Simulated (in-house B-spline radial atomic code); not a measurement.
Whole-atom quantities along the 8-electron series, configuration [He] 2s2 2p4. Breit and QED terms are first order and not part of the total energy; the density at the nucleus is averaged over the nuclear charge. Computed with a radial B-spline atomic code at the basis-set limit: Dirac-Hartree-Fock, average of the configuration, finite nuclei.

```tsv
ion	Z	E/Z² (Eh)	Σ<r²> (bohr²)	n(0)/Z³ (bohr⁻³)	Lamb diamagnetic shielding (ppm)	repulsion over attraction	Breit energy (eV)	self-energy (eV)	vacuum polarisation (eV)	Dirac less non-relativistic energy (Eh)
As25+	33	-1.6063	0.23117	0.96521	2000.95	0.046874	22.054	21.025	-2.0395	-22.89
Se26+	34	-1.6123	0.21597	0.98506	2068.22	0.045523	24.244	23.304	-2.3029	-25.934
Br27+	35	-1.6182	0.20219	1.0061	2135.84	0.044245	26.577	25.752	-2.5917	-29.277
Kr28+	36	-1.6239	0.18966	1.0279	2203.81	0.043035	29.058	28.377	-2.9078	-32.94
Rb29+	37	?	?	?	?	?	?	?	?	?
Sr30+	38	?	?	?	?	?	?	?	?	?
Zr32+	40	?	?	?	?	?	?	?	?	?
Nb33+	41	-1.6501	0.14125	1.1511	2549.63	0.037823	43.849	44.426	-4.9632	-56.795
Mo34+	42	-1.655	0.13375	1.1772	2620.08	0.036922	47.321	48.279	-5.4841	-62.835
Tc35+	43	-1.6598	0.12681	1.2069	2691	0.036061	50.976	52.366	-6.0473	-69.36
Ru36+	44	-1.6646	0.12038	1.2356	2762.41	0.035237	54.82	56.697	-6.655	-76.391
Rh37+	45	-1.6692	0.1144	1.2674	2834.33	0.034447	58.858	61.282	-7.3103	-83.961
Pd38+	46	-1.6739	0.10884	1.2996	2906.76	0.03369	63.095	66.129	-8.0158	-92.096
Ag39+	47	-1.6785	0.10366	1.3342	2979.74	0.032963	67.538	71.25	-8.7747	-100.83
Cd40+	48	-1.683	0.098816	1.3682	3053.28	0.032265	72.191	76.654	-9.5897	-110.18
In41+	49	-1.6875	0.094291	1.4061	3127.4	0.031594	77.062	82.353	-10.465	-120.2
Sn42+	50	-1.692	0.090053	1.4443	3202.12	0.030948	82.154	88.357	-11.403	-130.91
Sb43+	51	-1.6965	0.086079	1.4845	3277.46	0.030326	87.475	94.678	-12.408	-142.34
Te44+	52	-1.7009	0.082347	1.5246	3353.44	0.029726	93.03	101.33	-13.484	-154.53
```

**Question.** Fill in the row of Rb29+.

**Answer.** E/Z² (Eh): -1.6294; Σ<r²> (bohr²): 0.17823; n(0)/Z³ (bohr⁻³): 1.0508; Lamb diamagnetic shielding (ppm): 2272.17; repulsion over attraction: 0.041886; Breit energy (eV): 31.691; self-energy (eV): 31.186; vacuum polarisation (eV): -3.2528; Dirac less non-relativistic energy (Eh): -36.943.

**Question.** Fill in the row of Sr30+.

**Answer.** E/Z² (Eh): -1.6347; Σ<r²> (bohr²): 0.16777; n(0)/Z³ (bohr⁻³): 1.0746; Lamb diamagnetic shielding (ppm): 2340.91; repulsion over attraction: 0.040794; Breit energy (eV): 34.481; self-energy (eV): 34.187; vacuum polarisation (eV): -3.6288; Dirac less non-relativistic energy (Eh): -41.307.

**Question.** Fill in the row of Zr32+.

**Answer.** E/Z² (Eh): -1.6451; Σ<r²> (bohr²): 0.14937; n(0)/Z³ (bohr⁻³): 1.1251; Lamb diamagnetic shielding (ppm): 2479.62; repulsion over attraction: 0.038767; Breit energy (eV): 40.555; self-energy (eV): 40.799; vacuum polarisation (eV): -4.4819; Dirac less non-relativistic energy (Eh): -51.209.

**Question.** With what power of Z does the column «Σ<r²> (bohr²)» change over this range?

**Answer.** A fit of the logarithm of its size against log Z from Z = 33 to 52 has slope -2.27. Unscreened non-relativistic hydrogenic orbitals would give -2.
